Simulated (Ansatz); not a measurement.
Reactions of C3H8N2 (`C=NCNC`).

Computed with Ansatz on PBE0-D4/def2-TZVP structures; ΔE is electronic, products minus reactants. CCSD(T)/CBS is the MP2 limit (def2-TZVPP, def2-QZVPP) plus CCSD(T) − MP2 in def2-TZVPP, frozen cores. This one scheme is used for every species, atoms too. Double bonds are as drawn, so ΔE can hold a change between cis and trans. No spin–orbit coupling; open shells (•) take unrestricted orbitals. Spin–orbit coupling would lower the free atoms: a little for C. Bonds to Se are less sure, by a few kJ/mol each and by 10 to 20 or more in all where they break to atoms, as the def2 sets lack core-valence functions. Scalar relativity is left out up to krypton. One conformer a species, not always the lowest.

```
                                     reaction  CCSD(T)/CBS(def2) (eV)
                        `C=NCNC` → `C/N=C\CN`                   -0.16
          `C=NCNC` + CH₃NH₂ → `CNCNC` + `C=N`                    0.15
       `C=NCNC` + H₂Se → `C=NC[SeH]` + CH₃NH₂                    0.00
`C=NCNC` + `[SiH3]S` → `C=NCS[SiH3]` + CH₃NH₂                    0.00
  `C=NCNC` + `[SiH3]S` → `CNCS[SiH3]` + `C=N`                    0.04
                        `C=NCNC` → `C/N=C/NC`                   -0.56
                        `C=NCNC` → `CNC(C)=N`                       ?
                `C=NCNC` → `N[C@H]1C[C@@H]1N`                   -0.03
                        `C=NCNC` → `CCC(=N)N`                       ?
                `C=NCNC` → 3 C• + 8 H• + 2 N•                       ?
```

Fill in the missing values. (Estimate.)

The calculation gave: `C=NCNC` → `CNC(C)=N`: -1.02 eV; `C=NCNC` → `CCC(=N)N`: -1.24 eV; `C=NCNC` → 3 C• + 8 H• + 2 N•: +51.45 eV.

Largest T1 diagnostic: 0.012, for `C/N=C/NC`.
